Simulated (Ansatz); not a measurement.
A search over several starts for the lowest SCF solution of the cluster B₄H at the given spin, in a small basis.

```yaml
crystal:
  periodic: [false, false, false]
  atoms:
    - {symbol: B, position_ang: [-0.718624, -0.393072, 1.548709]}
    - {symbol: B, position_ang: [0.498376, -0.686013, 0.637563]}
    - {symbol: B, position_ang: [0.326219, 0.178118, -0.702245]}
    - {symbol: B, position_ang: [-0.919265, 0.455468, 0.269444]}
    - {symbol: H, position_ang: [0.813304, 0.445499, -1.753471]}
basis:
  gaussian: {orbitals: def2-SVP}
magnetization: {spin_polarized: true, initial_magnetization: 1}
hamiltonian: {xc: pbe0, dispersion: d4}
output: {orbitals: {seedname: orbitals}}
```

```sh
$ ansatz run in.yaml --threads 4 --pin off --events-out ev --progress --plain --max-ram 3916MiB
```

Output, abridged:

```
Functional definition: PBE0
674 factors; their error is unknown
mean field evaluation 1: about -2704.6176 eV, gradient 2.4e1 eV
mean field evaluation 2: about -2700.7879 eV, gradient 3.3e1 eV
mean field evaluation 4: about -2708.7001 eV, gradient 2.2e0 eV
mean field evaluation 8: about -2708.7468 eV, gradient 1.8e-1 eV
mean field evaluation 16: about -2708.7403 eV, gradient 3.8e-4 eV
mean field evaluation 32: about -2708.7270 eV, gradient 7.3e-1 eV
mean field -2708.74027553 eV, -99.5443690757 hartree, gradient 2.6e-5 eV, S^2 0.773503; 4 other end points of the search recorded, 0 dependent functions left out
reference -2708.74029796 eV, -99.5443699000 hartree; 11, 10 occupied and 50, 51 virtual orbitals, 674 factors
Total energy: -2708.81650414 eV, -99.5471704252 hartree
```

Hardware: 4 threads of Arm Neoverse V1 on a shared host. Wall time 0.8 s.

The structure comes from a short search, and lower isomers may exist.
